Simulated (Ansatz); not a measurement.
MoSeBr4 was relaxed with r2SCAN-D4 (def2-SVP) in Ansatz in these states: charge +1 doublet, neutral singlet. The geometries follow in no particular order.

In the def2 sets Mo takes a core potential; there is no spin–orbit coupling.

A:

Cartesian coordinates in Å:
```
Mo -0.225 0.040 -0.068
Se -0.151 0.141 -2.263
Br -1.292 2.040 0.609
Br 1.976 1.078 0.737
Br 1.551 -1.710 0.540
Br -1.860 -1.588 0.445
```

B:

```xyz
6

Mo   -0.002    0.029   -0.005
Se   -0.173    2.210   -0.346
Br    0.447   -0.166    2.406
Br    2.388   -0.443   -0.340
Br   -0.359   -0.954   -2.231
Br   -2.301   -0.676    0.515
```

**Question.** Judge from the bond lengths which geometry belongs to which state (an estimate).

**Answer.** A is the charge +1 doublet (Mo1–Br5 2.566 Å, Mo1–Br4 2.563 Å, Mo1–Br6 2.364 Å); B is the neutral singlet (Mo1–Br5 2.460 Å, Mo1–Br4 2.460 Å, Mo1–Br6 2.460 Å).

The restricted singlet is unstable towards broken spin symmetry in Hartree–Fock (as tested in another run); at r2SCAN-D4/def2-SVP this wasn't settled. In the charge 1 doublet, Br4 and Br5 lie 2.83 Å apart (atoms count from 1), so these atoms are partly bonded to each other.
